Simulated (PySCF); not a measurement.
Two-component Hartree-Fock for Mn²⁰⁺ (manganese, charge +20)

Start: [He] 2s2 2p1; 2p1/2 filled at m_j = +1/2. Calculated with PySCF 2.14 in an even-tempered Gaussian basis (17 s from 5.1 bohr⁻², ratio 2.4; 11 p from 6.6 bohr⁻², ratio 2.4; 5 d from 23 bohr⁻², ratio 2.6; 4 f from 34 bohr⁻², ratio 2.6): generalised Hartree-Fock with the X2C-1e Hamiltonian and a Gaussian nucleus; one run each with spin-orbit coupling (SO) switched off, then screened by Boettger's factors.

```
spinor shell  electrons  ε, spin-free (eV)  ε, screened SO (eV)  weight of nominal j (screened SO)  rms radius, screened SO (bohr)
       1s1/2          2            -7744.1              -7743.2                              1.000                          0.0697
       2s1/2          2            -1690.4              -1690.1                              1.000                           0.277
       2p1/2          1            -1638.1              -1646.8                              1.000                           0.240
```

```
   quantity   spin-free  screened SO
E (hartree)  -809.25766   -809.57543
        M_J         1/2          1/2
       ⟨J²⟩       1.116        0.750
       ⟨L²⟩       2.001        2.000
       ⟨S²⟩       0.750        0.750
```

Each row is a mean over spinors that exchange with the open shell spreads, by up to 6.230 eV (2s1/2).

Without spin-orbit coupling the j labels of p, d and f shells carry no meaning; the spin-free column gives the mean over the occupied spinors of each nl shell, and its ⟨J²⟩ belongs to a mixture of degenerate components.
